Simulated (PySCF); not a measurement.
**Atomic charges by several schemes**

C5H6ClF.
Z-matrix (Å and degrees, PBE0-D3(BJ)/def2-SVP geometry), rows numbered from 1:
```
C 
C   1  1.3421
Cl  2  1.7390  1  118.60
C   2  1.4546  1  122.67  3  -179.91
C   4  1.3434  2  130.99  1   179.27
C   5  1.4846  4  125.88  2  -179.99
F   5  1.3301  4  122.28  2     0.09
H   1  1.0902  2  121.41  3    -0.11
H   1  1.0920  2  119.90  3  -179.99
H   4  1.0922  2  113.95  1    -0.61
H   6  1.1021  5  110.08  4   121.00
H   6  1.0965  5  111.58  4    -0.16
H   6  1.1020  5  110.01  4  -121.33
```

Density: PBE0/pcSseg-1 (PySCF); schemes: Mulliken, IAO, Hirshfeld and ESP-fitted. Isolated species at its PBE0-D3(BJ)/def2-SVP geometry (one conformer only).

Q: Which atoms carry the highest charge in the Mulliken, IAO, Hirshfeld and ESP-fitted schemes?

A: All schemes agree: Mulliken C5 (+0.233); IAO C5 (+0.316); Hirshfeld C5 (+0.102); ESP-fitted C5 (+0.449).

Q: Do the Mulliken, IAO, Hirshfeld and ESP-fitted schemes agree on where the charge is lowest?

A: The schemes don't all agree: Mulliken F7 (-0.252); IAO C6 (-0.436); Hirshfeld C6 (-0.117); ESP-fitted C6 (-0.677).

Q: What partial charge does each atom carry?

A: In e:

```tsv
atom	environment	Mulliken	IAO	Hirshfeld	ESP-fitted
C1	terminal =CH2 carbon	-0.054	-0.330	-0.115	-0.446
C2	vinylic C–Cl carbon	-0.236	+0.006	+0.014	+0.104
Cl3	vinyl chlorine	-0.077	-0.033	-0.040	-0.071
C4	alkene CH carbon	-0.163	-0.237	-0.097	-0.391
C5	vinylic C–F carbon	+0.233	+0.316	+0.102	+0.449
C6	allylic carbon	-0.251	-0.436	-0.117	-0.677
F7	vinyl fluorine	-0.252	-0.255	-0.069	-0.165
H8	vinylic hydrogen	+0.133	+0.166	+0.049	+0.192
H9	vinylic hydrogen	+0.121	+0.155	+0.053	+0.203
H10	vinylic hydrogen	+0.120	+0.163	+0.053	+0.199
H11	methyl hydrogen	+0.146	+0.164	+0.055	+0.206
H12	methyl hydrogen	+0.134	+0.158	+0.057	+0.191
H13	methyl hydrogen	+0.146	+0.164	+0.055	+0.206
```

Mean size of the charges over all atoms: ESP-fitted 0.269 e, IAO 0.199 e, Mulliken 0.159 e, Hirshfeld 0.067 e. Each set sums to the total charge, 0, to within 0.001 e. The ESP scheme is a least-squares fit of atom-centred charges to the potential on four shells outside the van der Waals surface, with the total charge fixed.

Q: How many electrons does the Hirshfeld scheme count on F7?

A: Z − q = 9 − (-0.069) ≈ 9.068.

Q: How closely do the schemes follow one another over all atoms?

A: Correlation coefficient and root-mean-square difference: IAO with Hirshfeld 0.98, 0.156 e; IAO with ESP-fitted 0.98, 0.104 e; Hirshfeld with ESP-fitted 0.97, 0.244 e; Mulliken with IAO 0.86, 0.121 e; Mulliken with Hirshfeld 0.83, 0.117 e; Mulliken with ESP-fitted 0.78, 0.212 e.

Q: Sum the charges by element, for elements with more than one atom.

A: 
| element | atoms | Mulliken | IAO | Hirshfeld | ESP-fitted |
| --- | --- | --- | --- | --- | --- |
| C | 5 | -0.470 | -0.681 | -0.214 | -0.962 |
| H | 6 | +0.799 | +0.969 | +0.322 | +1.197 |
